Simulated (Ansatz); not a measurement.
Stepwise reaction of `C#C[Si](C#C)(C#C)C#C` with hydrogen, as a gas-phase model of exchange steps in deposition or etching. ΔE in kJ/mol; ΔG adds harmonic PBE0-D4 terms to CCSD(T)/CBS, at 1 bar.

Gas-phase electronic energies from Ansatz, PBE0-D4/def2-TZVP geometries. CBS: MP2 limit from def2 TZ/QZ plus the TZ coupled-cluster correction, frozen cores. This one scheme is used for every species. Functionals use def2-TZVPP. B3LYP here is the variant with VWN-RPA as its local correlation; programs differ in this.

```
step                                                  reaction  PBE-D4  B3LYP-D4  ωB97M-V  CCSD(T)/CBS  ΔG(400 K)
   1  `C#C[Si](C#C)(C#C)C#C` + H₂ → `C#C[SiH](C#C)C#C` + `C#C`    19.8      17.8     14.3         17.5       15.5
   3                 `C#C[SiH2]C#C` + H₂ → `C#C[SiH3]` + `C#C`    18.3      15.8     13.6         16.8       20.5
   4                           `C#C[SiH3]` + H₂ → SiH₄ + `C#C`    17.8      14.7     13.1         15.8       22.5
```

Give the row of step 2, `C#C[SiH](C#C)C#C` + H₂ → `C#C[SiH2]C#C` + `C#C`. (An estimate is asked.)

Ansatz gave: 
```tsv
step	reaction	PBE-D4	B3LYP-D4	ωB97M-V	CCSD(T)/CBS	ΔG(400 K)
2	`C#C[SiH](C#C)C#C` + H₂ → `C#C[SiH2]C#C` + `C#C`	19.0	16.8	14.0	17.4	18.7
```

By hand: ΔE of the 4 steps together at CCSD(T)/CBS.

(17.5) + (17.4) + (16.8) + (15.8) = 67.5 kJ/mol, or 16.9 kJ/mol a step.

In ΔE the steps differ by no more than 1.7 kJ/mol. All are uphill at CCSD(T)/CBS. ΔG lies between 15.5 and 22.5 kJ/mol a step. PBE-D4 differs from CCSD(T)/CBS by 1.5 to 2.3 kJ/mol a step. Isolated molecules leave out the surface, adducts and barriers. Largest T1 diagnostic: 0.014.
